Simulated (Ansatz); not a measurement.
C2H4ClGaO, SMILES `O/C=[C](/Cl)[GaH2]`, relaxed with RKS PBE0-D4/def2-TZVP in Ansatz from a GFN2-xTB geometry. The force threshold is 0.005 eV/Å; the program also tests the step.

Total charge 0; spin multiplicity 1.

Start:

```xyz
9

O    -0.820    0.953    0.119
C     0.455    0.863   -0.491
C     0.940   -0.376   -0.466
Cl    2.434   -0.731   -1.229
Ga   -0.594   -1.205    0.573
H    -0.976    1.843    0.458
H     0.848    1.771   -0.929
H    -0.522   -1.207    2.130
H    -1.766   -1.912   -0.164
```

Task: How much energy does the relaxation release, and in how many steps? (Estimate.)

Result: The calculation gave: 2.74 kcal/mol, in 12 steps.

Task: Which bonds change most? (Best estimate.)

Result: The calculation gave: C3–Ga5 from 2.029 to 1.990 Å; O1–C2 from 1.416 to 1.405 Å; Ga5–H9 from 1.554 to 1.564 Å; Ga5–H8 from 1.559 to 1.568 Å.

Task: Give the relaxed structure. (An estimate is asked.)

Result: Computed: 
```xyz
9

O    -0.861    1.063    0.000
C     0.428    0.920   -0.540
C     0.878   -0.321   -0.445
Cl    2.359   -0.823   -1.142
Ga   -0.587   -1.216    0.562
H    -0.875    1.760    0.666
H     0.860    1.798   -1.010
H    -0.529   -1.154    2.128
H    -1.673   -2.027   -0.219
```
